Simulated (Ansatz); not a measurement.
Cost and result up the ladder for Sn(vinyl)3Br (C6H9BrSn) (17 atoms). The state is a singlet with charge 0. Geometry: PBE-D4/def2-SVP.

```xyz
17

Sn   -0.035    0.076    0.020
C    -1.963    0.156   -0.943
C    -2.464   -0.878   -1.639
H    -2.544    1.092   -0.848
H    -1.911   -1.827   -1.754
H    -3.453   -0.822   -2.129
C    -0.138    0.209    2.169
C     0.234   -0.802    2.973
H    -0.513    1.154    2.606
H     0.613   -1.758    2.570
H     0.178   -0.719    4.073
C     1.420    1.405   -0.854
C     2.515    0.956   -1.491
H     1.241    2.492   -0.762
H     2.725   -0.123   -1.600
H     3.253    1.650   -1.934
Br    0.843   -2.261   -0.457
```

Ansatz; hardware A = 2 threads of AMD EPYC 7R13 on a shared host and a share (18 GiB) of an NVIDIA H100 80GB HBM3; B = 2 threads of AMD EPYC 7R13 on a shared host. Times are rough, and most runs start from the orbitals of an earlier one. CAM-B3LYP-D4/def2-TZVPD serves as the yardstick here, not as an exact answer. Differences are given only for rows in sets of like size (and for xTB, whose basis is part of the method), since another set adds its own error. Binding counts from free atoms at the same level (Sn triplet, C triplet, H doublet, Br doublet; other spins of the atoms weren't run), without zero-point energy or a counterpoise term.

In the def2 sets Sn takes a core potential; there is no spin–orbit coupling. Correlated methods freeze 19 core orbitals; core or outer-core shells of Sn, Br are correlated, in sets that lack core-valence functions.

Correlated methods converge slowly with the basis.

```csv
level,functions,wall time,binding energy per atom (eV),difference from CAM-B3LYP-D4/def2-TZVPD (eV),remarks
PBE-D4/def2-SVP [B],187,4.4 s,4.22,–,–
PBE0-D4/def2-SVP [B],187,8 s,4.14,–,–
PBE-D4/def2-TZVPD [A],416,9.5 s,4.19,0.11,–
CAM-B3LYP-D4/def2-TZVPD [A],416,12 s,4.08,0.00,–
CAM-B3LYP-D4/def2-TZVP [A],338,13 s,4.08,0.00,–
PBE0-D4/def2-TZVP [A],338,13 s,4.12,0.03,–
PBE0-D4/def2-TZVPD [A],416,14 s,4.12,0.03,–
PBE-D4/def2-TZVP (with forces) [A],338,14 s,4.19,0.11,–
r2SCAN0-D4/def2-TZVP [A],338,14 s,4.03,-0.05,–
B97M-V/def2-TZVP [A],338,15 s,4.09,0.00,–
r2SCAN-D4/def2-TZVP [A],338,15 s,4.10,0.01,–
MP2/def2-TZVP [A],338,15 s,4.02,-0.07,restricted SCF unstable
```
